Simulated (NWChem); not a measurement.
CH₃FMgS; SMILES [F][Mg][S]C

```xyz
7

Mg     0.1442    -1.0528     0.0000
F     -0.2134    -2.7742     0.0000
S      0.6395     1.1890     0.0000
C     -1.0060     1.9979     0.0000
H     -1.5911     1.7540    -0.8977
H     -0.8240     3.0814     0.0000
H     -1.5911     1.7540     0.8977
```
Atoms are numbered in this order, from 1.

Results from NWChem. Medium grid unless said otherwise, to which SCAN and Minnesota functionals are sensitive. The geometry was optimised at PBE0/def2-SVP. Hybrids' shares of exact exchange are those that their runs print; pure functionals count as 0. The functionals differ in more than this share.

```csv
row,share of exact exchange,highest occupied level (eV)
PBE/def2-SVP,0.00,-5.52
MN15-L/def2-SVP,0.00,-5.89
B3LYP/def2-SVP,0.20,-6.44
B97-2/def2-SVP,0.21,-6.46
M06/def2-SVP,0.27,-6.59
MN15/def2-SVP,0.44,withheld
```

Problem. Fit a straight line of the last column on the one before it, predict the withheld value, and compare with the run.

Solution. 
1. Means of the 5 shown rows: x = 0.136, y = -6.180. Slope Σ(x − x̄)(y − ȳ)/Σ(x − x̄)² = -0.2215/0.06452 = -3.433; intercept -5.713.
2. The shown rows scatter about the line by 0.121 (root mean square); the largest residual is +0.19, at PBE/def2-SVP.
3. At x = 0.44 (MN15/def2-SVP; beyond the shown range) the line gives -7.22.
4. The run gives -7.30, -0.08 from the line, 0.7 times the scatter.
